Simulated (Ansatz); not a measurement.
The Ga1–H2 bond of GaH is stretched (multiplicity 1).


Cores are frozen in the correlated methods. Filled d and f shells under p-block atoms count as core.

Programs: Ansatz (Gaussian basis) for Hartree–Fock, density functionals and correlated methods. Values without a source in brackets are computed.

Natural occupations of CASSCF(4,5)/cc-pVTZ:

```tsv
R (Å)	occupations
1.689	1.977 1.892 0.052 0.052 0.026
2.956	1.923 1.798 0.196 0.041 0.041
6.756	1.927 1.017 0.983 0.037 0.037
```

Q: Count the electrons that have left the 2 most occupied orbitals, and the effectively unpaired electrons Σ min(n, 2 − n).

A: 
- R = 1.689 Å: 0.13 electrons in the weakly occupied orbitals, 0.26 unpaired
- R = 2.956 Å: 0.28 electrons in the weakly occupied orbitals, 0.56 unpaired
- R = 6.756 Å: 1.06 electrons in the weakly occupied orbitals, 2.11 unpaired
Each bonding pair that breaks into one electron on either fragment adds two; pairs that stay whole add only the little that their own correlation moves into empty orbitals.

Ansatz is a quantum-chemistry and plane-wave program.
